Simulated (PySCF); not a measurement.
Compound: C3H10GeSi.
Atom-mapped SMILES: `[CH2:1]=[CH:2][Si@H:3]([CH3:4])[GeH3:5]` (hydrogens: H6, H7 on C1; H8 on C2; H9 on Si3; H10, H11, H12 on C4; H13, H14, H15 on Ge5)

Method: PBE0-D3(BJ)/def2-SVP geometry optimisation, gas phase (PySCF); density fitting, grid level 1; the optimiser is geomeTRIC in internal coordinates, started from a GFN2-xTB structure with every atom displaced at random (about 0.01 Å).

Step 0: E = -67643.2795 eV
```
atom  x, y, z in Å  |  force x, y, z in eV/Å
C1     -0.5891    0.9116   -1.9272   -0.308   1.776  -1.441
C2     -0.9733   -0.1622   -1.2869    0.825  -0.964   1.318
Si3     0.0059   -0.9098    0.1247   -0.356   0.371   0.270
C4     -1.0790   -1.1487    1.6377   -1.027   0.275  -0.402
Ge5     1.8152    0.4957    0.6830   -0.317   0.316  -0.157
H6     -1.1874    1.3629   -2.7477    0.260  -0.274   0.276
H7      0.3054    1.4694   -1.6749    0.417   0.167   0.132
H8     -1.8656   -0.6545   -1.5844   -1.206  -0.601  -0.399
H9      0.5303   -2.2176   -0.2759    0.264  -0.570  -0.181
H10    -1.5758   -0.2140    1.9501    0.170   0.064  -0.104
H11    -0.5600   -1.5313    2.4975    0.642  -0.327   0.659
H12    -1.9033   -1.8561    1.4355    0.108  -0.020  -0.136
H13     2.4793    0.1826    1.9741    0.332  -0.536   1.038
H14     1.4812    1.9650    0.8687   -0.414   0.454  -0.062
H15     2.9505    0.5157   -0.2863    0.610  -0.132  -0.812
```

Step 1: E = -67643.4920 eV
```
atom  x, y, z in Å  |  force x, y, z in eV/Å
C1     -0.6059    0.9422   -1.9394    0.171  -0.266   0.086
C2     -0.9364   -0.1794   -1.2856   -0.235   0.092  -0.055
Si3     0.0111   -0.8991    0.1631    0.067  -0.118  -0.132
C4     -1.1176   -1.1247    1.6516    0.162  -0.178   0.191
Ge5     1.8544    0.5176    0.7008    0.310   0.143   0.189
H6     -1.1757    1.2963   -2.7992   -0.130   0.139  -0.088
H7      0.2817    1.5286   -1.6711   -0.045   0.024  -0.018
H8     -1.8509   -0.7078   -1.6166    0.236   0.056   0.052
H9      0.5586   -2.2384   -0.2577   -0.049   0.076   0.087
H10    -1.5242   -0.1615    1.9822   -0.045   0.140   0.027
H11    -0.5698   -1.5742    2.5011   -0.077   0.064  -0.142
H12    -1.9631   -1.7855    1.4094   -0.025  -0.030  -0.041
H13     2.5630    0.0440    2.0147   -0.172   0.081  -0.320
H14     1.3710    1.9760    0.9553    0.068  -0.193  -0.042
H15     2.9381    0.5746   -0.4207   -0.237  -0.031   0.205
```

Step 2: E = -67643.5071 eV
```
atom  x, y, z in Å  |  force x, y, z in eV/Å
C1     -0.6161    0.9392   -1.9634    0.058  -0.007   0.092
C2     -0.9238   -0.1746   -1.2880   -0.121   0.016  -0.077
Si3     0.0203   -0.8971    0.1639    0.073   0.030  -0.095
C4     -1.1122   -1.1213    1.6510   -0.021   0.004   0.045
Ge5     1.8614    0.5140    0.7180    0.035   0.027   0.056
H6     -1.2238    1.3069   -2.7985    0.008  -0.037   0.011
H7      0.2617    1.5455   -1.7110    0.008   0.020  -0.005
H8     -1.8251   -0.7166   -1.6120    0.012  -0.027   0.024
H9      0.5627   -2.2362   -0.2418   -0.012  -0.006   0.029
H10    -1.5192   -0.1525    1.9798    0.001  -0.009  -0.008
H11    -0.5692   -1.5710    2.4971    0.002   0.005  -0.023
H12    -1.9574   -1.7818    1.4009   -0.002   0.007  -0.007
H13     2.5518    0.0308    2.0122   -0.017  -0.013  -0.027
H14     1.3912    1.9629    0.9703   -0.005  -0.001  -0.004
H15     2.9319    0.5606   -0.3906   -0.019  -0.010  -0.011
```

Task: Estimate the geometry and energy of step 3. (The exact step hangs on the optimiser's Hessian estimate; all steps are aligned on step 2, rigid shifts and turns removed.)

Result: E = -67643.5079 eV, largest force 0.140 eV/Å
```
atom  x, y, z in Å  |  force x, y, z in eV/Å
C1     -0.6006    0.9350   -1.9418   -0.122   0.017  -0.067
C2     -0.9354   -0.1842   -1.2906    0.091   0.009   0.066
Si3     0.0182   -0.8972    0.1583   -0.009  -0.018  -0.016
C4     -1.1120   -1.1190    1.6486   -0.027   0.026   0.010
Ge5     1.8548    0.5211    0.7081   -0.033  -0.001   0.004
H6     -1.1980    1.3126   -2.7803    0.043   0.021  -0.002
H7      0.2771    1.5335   -1.6698   -0.010  -0.014  -0.008
H8     -1.8330   -0.7254   -1.6220   -0.001   0.013  -0.020
H9      0.5615   -2.2377   -0.2367    0.010  -0.026   0.017
H10    -1.5216   -0.1497    1.9740    0.007  -0.023  -0.008
H11    -0.5658   -1.5644    2.4932    0.009  -0.012   0.021
H12    -1.9557   -1.7825    1.4001    0.004   0.009   0.000
H13     2.5465    0.0355    1.9947    0.020  -0.030   0.041
H14     1.3831    1.9676    0.9582   -0.011   0.028   0.006
H15     2.9151    0.5633   -0.4060    0.030   0.001  -0.046
```

The energy changes by -0.0008 eV. The first-order estimate −F·Δx gives -0.0052 eV and the mean of the old and new forces, exact on a quadratic surface, -0.0005 eV. The step makes an angle of 74° with the force vector and moves no atom by more than 0.046 Å.

What follows is the cost of the whole optimisation. Time: 59 s wall; peak memory 0.57 GiB. Hardware: one thread of an Arm Neoverse V2, no GPU, shared host with 96 logical CPUs at a one-minute load of 76.
